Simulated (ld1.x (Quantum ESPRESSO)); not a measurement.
# What the settings do to the TM potential of iron (Fe)

Base potential:

```json
{
  "Element": "Fe (Z = 26)",
  "Generator": "ld1.x (Quantum ESPRESSO) 7.5",
  "Type": "norm-conserving Troullier–Martins (Kleinman–Bylander form)",
  "Functional": "PBE",
  "Relativity": "scalar-relativistic",
  "Frozen core": "[Ar]",
  "Valence charge": "8",
  "Reference configuration": "3d6 4s0.5 4p0 (charge +1.5)",
  "Partial waves": "4s (bound): rc 1.65 bohr; 4p (bound, empty): rc 2.40 bohr; 4f channel at 0.05 Ry: rc 2.60 bohr; 3d (bound): rc 1.20 bohr",
  "Local potential": "the d channel",
  "Core correction": "Bessel-smoothed model core inside 1.05 bohr"
}
```

All-electron outer shells of the reference configuration (PBE, scalar-relativistic, ld1.x):

```tsv
shell	level (eV)	outermost node (bohr)	outermost maximum (bohr)
3p	-73.39	0.30	0.72
3d	-20.69	–	0.71
4s	-16.17	1.00	2.24
4p	-10.74	1.09	2.70
```

Cutoffs, loose and tight: the cutoffs (Ry, on a coarse ladder) from which the occupation-weighted sum of valence levels, in a spherical-Bessel basis at the reference potential, stays within 10 and 1 mRy of its value at 400 Ry. They do not see the model core or the augmentation charge, which bear on the density cutoff. Test errors are all-electron minus pseudo excitation energies from the reference, over the configurations 3d6 4s2 4p0; 3d6 4s1 4p0; 3d6 4s0 4p0; 3d6 4s0 4p1; 3d6.5 4s1.5 4p0; 3d6 4s1.5 4p0; 3d7 4s1 4p0. A dash means not determined; rows that change the core or the reference have their own tests. The largest error is taken over the tests solved by every variant that gives reliable tests at all: 3d6 4s0 4p0; 3d6 4s1.5 4p0; 3d6 4s2 4p0; 3d7 4s1 4p0.

A true bound ghost makes a file unfit for plane-wave use even where its test errors are small: the radial tests pick states by their node count and pass the ghost by.

| change | outcome | cutoff, loose | cutoff, tight | bound ghosts | largest test error (meV) |
| --- | --- | --- | --- | --- | --- |
| base | generated | 140 Ry | 200 Ry | s, p | -49 |
| all radii but the core radius scaled by about 1.26 (s 2.08, p 3.02, d 1.50, f 3.26 bohr) | generated | 110 Ry | 180 Ry | s, p | -71 |
| wave 4f channel at 0.05 Ry: rc 2.60 bohr becomes 4f channel at 0.05 Ry: rc 3.32 bohr | generated | 140 Ry | 200 Ry | s, p | -49 |
| wave 4s (bound): rc 1.65 bohr becomes 4s (bound): rc 1.26 bohr | generated | 160 Ry | 260 Ry | p, s | -68 |
| reference 3d6 4s1.5 4p0.5 | generated | 140 Ry | 230 Ry | s, p | -179 |
| functional PBEsol | generated | 140 Ry | 200 Ry | s, p | -47 |
| local potential the p channel | generated | 140 Ry | 230 Ry | s | -361 |
| wave 4p (bound): rc 2.40 bohr becomes 4p (bound): rc 2.62 bohr | generated | 140 Ry | 200 Ry | s, p | -49 |
| wave 4f channel at 0.05 Ry: rc 2.60 bohr becomes 4f channel at 0.4 Ry: rc 2.60 bohr | generated | 140 Ry | 200 Ry | s, p | -49 |
| core correction Bessel-smoothed model core inside 0.70 bohr | generated | 140 Ry | 200 Ry | s, p | -49 |
| wave 4f channel at 0.05 Ry: rc 2.60 bohr becomes 4f channel at 1.52 Ry: rc 2.60 bohr | generated | 140 Ry | 200 Ry | s, p | -49 |

Question: What comes out with this change to the base: core [Ne], valence charge 16; reference 3s2 3p6 3d6 4s0 4p0; waves now 3s (bound): rc 1.05 bohr; 3p (bound): rc 1.05 bohr; 3d (bound): rc 0.95 bohr; 4f channel at 0.05 Ry: rc 1.05 bohr; local potential all-electron potential smoothed inside 0.75 bohr (lloc = -1); core correction Bessel-smoothed model core, default radius (core density twice the valence density)?

Answer: outcome: generated; cutoff, loose: 200 Ry; cutoff, tight: 300 Ry; bound ghosts: none; largest test error (meV): +1192.

Question: What comes out with this change to the base: wave 3d (bound): rc 1.20 bohr becomes 3d (bound): rc 1.10 bohr?

Answer: outcome: generated; cutoff, loose: 180 Ry; cutoff, tight: 230 Ry; bound ghosts: s, p; largest test error (meV): -43.
